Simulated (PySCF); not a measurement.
C4F5 (SMILES F[C](F)C#CC(F)(F)F), doublet (typed; the unrestricted solution is spin-contaminated), geometry from GFN2-xTB. Base run: PySCF with MP2/3-21G.

Here is a job for PySCF.
```python
from pyscf import gto, scf, mp

mol = gto.M(
    atom='''
F     3.10538683   -0.15570078    0.75649985
C     2.24939570   -0.20655012   -0.24534040
F     2.85028604   -0.39580561   -1.40387445
C     0.90895577   -0.08245911   -0.10117512
C    -0.29917515    0.03723748    0.02952940
C    -1.73824160    0.16156893    0.18955514
F    -2.06602999    0.47872386    1.44778435
F    -2.25393557    1.11115275   -0.60603344
F    -2.38299715   -0.97823499   -0.10942234
''',
    basis='3-21g',
    spin=1,
    verbose=4,
)

mf = scf.UHF(mol)
mf.kernel()

pt = mp.MP2(mf, frozen=9)
pt.kernel()
print('E(MP2) = %.10f' % pt.e_tot)
mf.analyze()
```

Variants of this job, named by their change:

| change | basis functions | E (Eh) | MP2 correlation (Eh) | SCF-reference HOMO (eV) | SCF-reference dipole (D) | core-seconds (rough) |
|---|---|---|---|---|---|---|
| base | 81 | -645.92865 | -0.89041 | -10.68 | 0.81 | 3 |
| basis = STO-3G | 45 | -639.95873 | -0.26278 | -7.65 | 0.46 | 1 |
| basis = 6-31G | 81 | -649.23592 | -0.89977 | -11.16 | 0.73 | 3 |
| basis = pcseg-0 | 81 | -647.55626 | -0.92634 | -11.04 | 0.81 | 4 |
| basis = def2-SVP | 126 | -649.39858 | -1.36669 | -10.77 | 0.85 | 20 |
| basis = pcseg-1 | 126 | -649.71698 | -1.36777 | -10.83 | 0.85 | 20 |
| basis = pc-1 | 126 | -649.72288 | -1.36775 | -10.84 | 0.84 | 20 |
| basis = cc-pVDZ | 126 | -649.96212 | -1.37886 | -10.59 | 0.87 | 20 |
| basis = 6-31G** | 126 | -649.83201 | -1.28844 | -10.42 | 0.79 | 20 |
| basis = def2-SV(P) | 126 | -649.39858 | -1.36669 | -10.77 | 0.85 | 20 |
| basis = 6-31G* | 126 | -649.83201 | -1.28844 | -10.42 | 0.79 | 20 |

Totals compare only among sets that treat the same electrons; sets with core potentials leave the core out.

Open shells are given as the SCF converged; they aren't shown to be the lowest states, and a large step between rows can be another state.
